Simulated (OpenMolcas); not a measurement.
# Au+: from CASSCF to CASPT2

* Program: OpenMolcas 26.06
* Basis: ANO-RCC-VDZP [7s6p4d2f]
* Scalar Hamiltonian: DKH2, point nucleus
* Active space: 10 electrons in 6 orbitals (5d 6s)
* State averaging: 2S+1 = 1 even, 6 roots; 2S+1 = 3 even, 5 roots kept (CI in the orbitals of an earlier block)
* Spin-orbit coupling: state interaction with AMFI integrals over the reference wave functions, term energies averaged over their components

Methods on the same reference wave functions:
A. CASSCF
B. SS-CASPT2, IPEA 0.25 Eh, imaginary shift 0.1 Eh (closed shells correlated: 5s 5p)

Energies in cm⁻¹ above 5d¹⁰ ¹S₀, the measured ground level; measured values from NIST Handbook of Basic Atomic Spectroscopic Data.

```json
{"Level": "5d¹⁰ ¹S₀", "A": "0.0", "B": "0.0", "Measured": "0.0"}
{"Level": "5d⁹ 6s ³D₃", "A": "10682", "B": "13540", "Measured": "15040"}
{"Level": "5d⁹ 6s ³D₂ [59 %]", "A": "13801", "B": "16110", "Measured": "17641"}
{"Level": "5d⁹ 6s ³D₁", "A": "23514", "B": "26370", "Measured": "27766"}
{"Level": "5d⁹ 6s ¹D₂ [59 %]", "A": "26737", "B": "28690", "Measured": "29621"}
```

Deviations, from unrounded energies. A percentage is the sum of absolute deviations over the sum of measured energies, with the sign that they share, or ± where signs differ.

```tsv
Against measurement	Levels	A	B
mean absolute deviation (cm-1)	4	3800	1300
other configurations (%)	4	-17.0	-5.9
```

B lies closest to measurement on these levels. The largest miss of B in the table is 5d⁹ 6s ³D₂ [59 %], by -1500 cm-1. The ranking rests on the paired levels alone, and a cruder setting can come out closer through cancelling errors.

The lowest spin-free term lies below A's lowest term by 0.369 hartree in B.

Term energies are means over components that CASPT2 splits; among the terms shown or strongly mixed into the levels shown the widest spread is 39 cm-1 (5d⁹ 6s ¹D, B). Terms from blocks run as CI alone lack orbitals of their own. A single d shell beside an s shell can misplace configurations of different d count against each other. No level of 5d⁸ 6s² was computed, though it lies in the active space. Without dynamic correlation excited terms often stand tens of per cent too high (terms of higher spin than the ground term too low), and those without a measured partner can miss by more than the paired ones (holds for A). Measured partners are found by configuration, term and J. A level has none where our copy of the source lacks it or the pairing is in doubt (some pairs that miss far off the trend of their configuration count as doubtful), and it then counts in no deviation. Where the source uses jj or jK labels, the order within each J decides. Only configurations of the active space appear.

A share in square brackets marks a mixed level and gives the weight of the term that names it, the lowest over the columns.
